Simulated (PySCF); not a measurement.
Constitutional and geometric isomers with formula C3H7N. Gas-phase values, no solvent. One relaxed conformer stands for each flexible species; it need not be the lowest. Strings in code marks are SMILES.

Computed with PBE-D3(BJ)/def2-TZVP // PBE0-D3(BJ)/def2-TZVP (PySCF). All candidates: neutral, multiplicity 1. 

The LUMO comes out as -0.89 eV, the HOMO is -5.42 eV and the HOMO–LUMO gap comes out as 4.53 eV.

Which member has these values?
(A) `C/C=N\C`
(B) `C=NCC` (C–N–C–C torsion 121°)
(C) `CC(C)=N`
(D) `C/C=N/C`

A, `C/C=N\C`. The others give `C=NCC` (C–N–C–C torsion 121°): -1.41 eV, -5.84 eV, 4.43 eV; `CC(C)=N`: -0.89 eV, -5.85 eV, 4.97 eV; `C/C=N/C`: -0.98 eV, -5.71 eV, 4.73 eV
